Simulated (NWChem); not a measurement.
# C3H5BFN; SMILES CC#CB(N)F

```xyz
11

C     -0.0538     3.0467     0.0013
C     -0.0265     1.5927    -0.0023
C     -0.0177     0.3619    -0.0031
B     -0.0143    -1.1736    -0.0008
N      1.1806    -1.9170     0.0007
F     -1.1887    -1.8506     0.0006
H     -0.2770     3.4387     1.0161
H     -0.8365     3.4358    -0.6833
H      0.9186     3.4776    -0.3169
H      1.1881    -2.9371     0.0020
H      2.1004    -1.4807     0.0003
```
Atoms are numbered in this order, from 1.

All runs: NWChem. Pople sets run with spherical d functions. Medium grid unless said otherwise, to which SCAN and Minnesota functionals are sensitive. All runs use the structure optimised with PBE-D3(BJ)/def2-SVP. Hybrids' shares of exact exchange are those that their runs print; pure functionals count as 0. The functionals differ in more than this share.

```csv
row,share of exact exchange,highest occupied level (eV)
PBE/6-31G*,0.00,-5.82
N12/6-31G*,0.00,-5.67
TPSSh/6-31G*,0.10,-6.42
B3LYP/6-31G*,0.20,-6.84
B3PW91/6-31G*,0.20,-6.94
M06/6-31G*,0.27,-7.22
MN15/6-31G*,0.44,-7.79
M05-2X/6-31G*,0.56,withheld
```

Question: Fit a straight line of the last column on the one before it, predict the withheld value, and compare with the run.

Answer: 
1. Means of the 7 shown rows: x = 0.173, y = -6.671. Slope Σ(x − x̄)(y − ȳ)/Σ(x − x̄)² = -0.7026/0.1473 = -4.768; intercept -5.847.
2. The shown rows scatter about the line by 0.116 (root mean square); the largest residual is +0.18, at N12/6-31G*.
3. At x = 0.56 (M05-2X/6-31G*; beyond the shown range) the line gives -8.52.
4. The run gives -8.51, +0.01 from the line, 0.1 times the scatter.
